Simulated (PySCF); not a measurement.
PySCF input for BrCdHSe, SMILES [Br][Cd][SeH], TDDFT-PBE/def2-SVPD. Coordinates come from a r2SCAN-D4/def2-SVP optimisation. The def2 effective core potentials stand for the cores of Cd; spin–orbit coupling is left out. Other conformers were not sampled.

```python
import numpy as np
from pyscf import gto, scf, dft, tdscf

mol = gto.M(
    atom='''
    Cd   -0.00901529    0.00865864    0.00000000
    Br    0.00649367    2.42798596   -0.00000000
    Se   -0.03621832   -2.43892627   -0.00000000
    H     1.43687827   -2.47163025   -0.00000000
    ''',
    basis='def2-SVPD',
    ecp={'Cd': 'def2-svp'},
    charge=0,
    spin=0,
    symmetry=True,
    max_memory=1600,
    verbose=4,
)
mf = dft.RKS(mol, xc='pbe').density_fit(auxbasis='def2-universal-jkfit')
mf.grids.level = 3
mf.conv_tol = 1e-9
mf.max_cycle = 100
mf.kernel()
mf.grids = dft.Grids(mol).set(level=1).build(with_non0tab=True)  # coarser grid for the response kernel
td = tdscf.TDDFT(mf)
td.singlet = True
td.nstates = 10
td.conv_tol = 1e-4
td.positive_eig_threshold = 1e-6
td.kernel(x0=td.get_init_guess(mf, 15))
td.analyze()
tt = tdscf.TDA(mf)
tt.singlet = False
tt.nstates = 4
tt.conv_tol = 1e-4
tt.positive_eig_threshold = 1e-6
tt.kernel(x0=tt.get_init_guess(mf, 9))
tt.analyze(verbose=3)
```

Output:

```
PySCF version 2.14.0

[INPUT] verbose = 4
[INPUT] num. atoms = 4
[INPUT] num. electrons = 90
[INPUT] charge = 0
[INPUT] spin (= nelec alpha-beta = 2S) = 0
[INPUT] symmetry True subgroup None
[INPUT] Mole.unit = angstrom
[INPUT] Symbol           X                Y                Z      unit          X                Y                Z       unit  Magmom
[INPUT]  1 Cd    -0.009015290000   0.008658640000   0.000000000000 AA   -0.017036429034   0.016362458211   0.000000000000 Bohr   0.0
[INPUT]  2 Br     0.006493670000   2.427985960000   0.000000000000 AA    0.012271257843   4.588228498689   0.000000000000 Bohr   0.0
[INPUT]  3 Se    -0.036218320000  -2.438926270000   0.000000000000 AA   -0.068442705492  -4.608902688307   0.000000000000 Bohr   0.0
[INPUT]  4 H      1.436878270000  -2.471630250000   0.000000000000 AA    2.715306404639  -4.670704253690   0.000000000000 Bohr   0.0

nuclear repulsion = 449.025716680259
point group symmetry = Cs
symmetry origin: [-1.28117025e-09 -1.76160910e-09  0.00000000e+00]
symmetry axis x: [1.00000000e+00 4.55211299e-10 0.00000000e+00]
symmetry axis y: [-4.55211299e-10  1.00000000e+00  0.00000000e+00]
symmetry axis z: [0. 0. 1.]
num. orbitals of irrep A' = 85
num. orbitals of irrep A" = 39
number of shells = 46
number of NR pGTOs = 236
number of NR cGTOs = 124
basis = def2-SVPD
ecp = {'Cd': 'def2-svp'}


******** <class 'pyscf.df.df_jk.DFSymAdaptedRKS'> ********
method = DFSymAdaptedRKS
initial guess = minao
damping factor = 0
level_shift factor = 0
DIIS = <class 'pyscf.scf.diis.CDIIS'>
diis_start_cycle = 1
diis_space = 8
diis_damp = 0
SCF conv_tol = 1e-09
SCF conv_tol_grad = None
SCF max_cycles = 100
direct_scf = False
XC library pyscf.dft.libxc version 7.1.2
    S. Lehtola, C. Steigemann, M. J. T. Oliveira, and M. A. L. Marques,  SoftwareX 7, 1–5 (2018)
XC functionals = pbe
    J. P. Perdew, K. Burke, and M. Ernzerhof,  Phys. Rev. Lett. 77, 3865 (1996)
    J. P. Perdew, K. Burke, and M. Ernzerhof,  Phys. Rev. Lett. 78, 1396 (1997)
    J. P. Perdew, K. Burke, and M. Ernzerhof,  Phys. Rev. Lett. 77, 3865 (1996)
    J. P. Perdew, K. Burke, and M. Ernzerhof,  Phys. Rev. Lett. 78, 1396 (1997)
radial grids:
    Treutler-Ahlrichs [JCP 102, 346 (1995); DOI:10.1063/1.469408] (M4) radial grids

becke partition: Becke, JCP 88, 2547 (1988); DOI:10.1063/1.454033
pruning grids: <function nwchem_prune>
grids dens level: 3
symmetrized grids: True
atomic radii adjust function: <function treutler_atomic_radii_adjust>
small_rho_cutoff = 0
Freeze 0 electrons in irreps []
    90 free electrons in irreps A' A"
Set gradient conv threshold to 3.16228e-05
Initial guess from minao.
tot grids = 73048
init E= -5127.01277943955
HOMO (A") = -0.599279901887263  LUMO (A') = -0.548755495189531  gap/eV = 1.37484
cycle= 1 E= -5140.33104393023  delta_E= -13.3  |g|= 2.87  |ddm|= 6.93
HOMO (A") = 0.0197103167998249  LUMO (A') = 0.0547750883765931  gap/eV = 0.95416
cycle= 2 E= -5100.77401294105  delta_E= 39.6  |g|= 6.81  |ddm|= 18.7
HOMO (A") = -0.322953723730005  LUMO (A') = -0.292771561237795  gap/eV = 0.82130
cycle= 3 E= -5141.53441585809  delta_E= -40.8  |g|= 1.91  |ddm|= 18.1
HOMO (A') = -0.194598823429019  LUMO (A") = -0.189247801753051  gap/eV = 0.14561
cycle= 4 E= -5136.6477388802  delta_E= 4.89  |g|= 3.24  |ddm|= 6.15
HOMO (A") = -0.232694349841099  LUMO (A') = -0.164154468877022  gap/eV = 1.86507
cycle= 5 E= -5142.67937730357  delta_E= -6.03  |g|= 0.57  |ddm|= 6.07
HOMO (A") = -0.200698949961644  LUMO (A') = -0.10887561558959  gap/eV = 2.49864
cycle= 6 E= -5142.71650487601  delta_E= -0.0371  |g|=  0.4  |ddm|= 1.02
HOMO (A") = -0.243011379136739  LUMO (A') = -0.11883270713787  gap/eV = 3.37907
cycle= 7 E= -5142.77441934225  delta_E= -0.0579  |g|= 0.182  |ddm|= 0.79
HOMO (A") = -0.228277423316826  LUMO (A') = -0.107578803359587  gap/eV = 3.28438
cycle= 8 E= -5142.78174999431  delta_E= -0.00733  |g|= 0.0669  |ddm|= 0.248
HOMO (A") = -0.226268221148005  LUMO (A') = -0.105107728005389  gap/eV = 3.29694
cycle= 9 E= -5142.78247842852  delta_E= -0.000728  |g|= 0.0277  |ddm|= 0.0922
HOMO (A") = -0.226323711177261  LUMO (A') = -0.103685294778005  gap/eV = 3.33716
cycle= 10 E= -5142.78274212029  delta_E= -0.000264  |g|= 0.0135  |ddm|= 0.0497
HOMO (A") = -0.226538313321514  LUMO (A') = -0.103236498170451  gap/eV = 3.35521
cycle= 11 E= -5142.78279515491  delta_E= -5.3e-05  |g|= 0.00159  |ddm|= 0.018
HOMO (A") = -0.226761806486936  LUMO (A') = -0.10338662007145  gap/eV = 3.35721
cycle= 12 E= -5142.78279564621  delta_E= -4.91e-07  |g|= 0.00087  |ddm|= 0.00323
HOMO (A") = -0.226703453916521  LUMO (A') = -0.103356934749897  gap/eV = 3.35643
cycle= 13 E= -5142.78279581809  delta_E= -1.72e-07  |g|= 8.74e-05  |ddm|= 0.00117
HOMO (A") = -0.226697878617135  LUMO (A') = -0.103356174667753  gap/eV = 3.35630
cycle= 14 E= -5142.78279581993  delta_E= -1.83e-09  |g|= 1.89e-05  |ddm|= 0.000126
HOMO (A") = -0.226697478189428  LUMO (A') = -0.1033576672588  gap/eV = 3.35625
cycle= 15 E= -5142.78279582003  delta_E= -1.06e-10  |g|= 8.6e-06  |ddm|= 3.87e-05
HOMO (A") = -0.226697272231291  LUMO (A') = -0.103356854205495  gap/eV = 3.35626
Extra cycle  E= -5142.78279582003  delta_E= 5.46e-12  |g|= 1.03e-05  |ddm|= 2.21e-05
converged SCF energy = -5142.78279582003
tot grids = 25344
Overwritten attributes  positive_eig_threshold  of <class 'pyscf.tdscf.rks.CasidaTDDFT'>


******** <class 'pyscf.tdscf.rks.CasidaTDDFT'> for <class 'pyscf.df.df_jk.DFSymAdaptedRKS'> ********
nstates = 10 singlet
deg_eia_thresh = 1.000e-03
wfnsym = None
conv_tol = 0.0001
eigh lindep = 1e-12
eigh level_shift = 0
eigh max_cycle = 100


Excitation energies (eV)
[3.51042682 4.4069695  4.43360432 4.5539497  5.03767728 5.43096861
 5.48336783 5.52717434 5.87141496 5.95726337]

** Singlet excitation energies and oscillator strengths **
Excited State   1:   A"      3.51043 eV    353.19 nm  f=0.0089
      45 -> 46       -0.70680
Excited State   2:   A'      4.40697 eV    281.34 nm  f=0.0098
      44 -> 46        0.70644
Excited State   3:   A"      4.43360 eV    279.65 nm  f=0.0148
      43 -> 46        0.70628
Excited State   4:   A"      4.55395 eV    272.26 nm  f=0.0002
      45 -> 47       -0.70493
Excited State   5:   A'      5.03768 eV    246.11 nm  f=0.0032
      42 -> 46       -0.34155
      45 -> 48        0.61507
Excited State   6:   A"      5.43097 eV    228.29 nm  f=0.0185
      43 -> 47        0.19692
      45 -> 49        0.67637
Excited State   7:   A"      5.48337 eV    226.11 nm  f=0.0021
      43 -> 47        0.67789
      45 -> 49       -0.19552
Excited State   8:   A'      5.52717 eV    224.32 nm  f=0.0092
      41 -> 46        0.12308
      42 -> 46       -0.16866
      43 -> 48        0.13261
      44 -> 47       -0.64948
      45 -> 48       -0.11736
Excited State   9:   A"      5.87141 eV    211.17 nm  f=0.0001
      44 -> 48       -0.70581
Excited State  10:   A'      5.95726 eV    208.12 nm  f=0.0874
      41 -> 46       -0.23546
      42 -> 46        0.22192
      42 -> 47       -0.12220
      43 -> 48        0.59661
      45 -> 48        0.13051

** Transition electric dipole moments (AU) **
state          X           Y           Z        Dip. S.      Osc.
  1         0.0000     -0.0000     -0.3208      0.1029      0.0089
  2         0.2993     -0.0371      0.0000      0.0910      0.0098
  3        -0.0000     -0.0000      0.3695      0.1365      0.0148
  4        -0.0000      0.0000      0.0411      0.0017      0.0002
  5        -0.0456     -0.1551     -0.0000      0.0261      0.0032
  6         0.0000      0.0000      0.3727      0.1389      0.0185
  7         0.0000     -0.0000     -0.1260      0.0159      0.0021
  8         0.0197     -0.2600      0.0000      0.0680      0.0092
  9        -0.0000     -0.0000      0.0200      0.0004      0.0001
 10        -0.0331      0.7732     -0.0000      0.5989      0.0874

WARN: ECP detected. Skipping calculation of transition velocity and magnetic dipole moments, which have not yet been implemented.

Overwritten attributes  positive_eig_threshold  of <class 'pyscf.tdscf.rks.TDA'>


******** <class 'pyscf.tdscf.rks.TDA'> for <class 'pyscf.df.df_jk.DFSymAdaptedRKS'> ********
nstates = 4 triplet
deg_eia_thresh = 1.000e-03
wfnsym = None
conv_tol = 0.0001
eigh lindep = 1e-12
eigh level_shift = 0
eigh max_cycle = 100


Excitation energies (eV)
[3.18796981 4.12007439 4.13974395 4.43471949]

** Triplet excitation energies and oscillator strengths **
Excited State   1:   A"      3.18797 eV    388.91 nm  f=0.0000
Excited State   2:   A'      4.12007 eV    300.93 nm  f=0.0000
Excited State   3:   A"      4.13974 eV    299.50 nm  f=0.0000
Excited State   4:   A"      4.43472 eV    279.58 nm  f=0.0000
```

Self-consistency was reached.

Cost: very roughly 60 core-seconds.
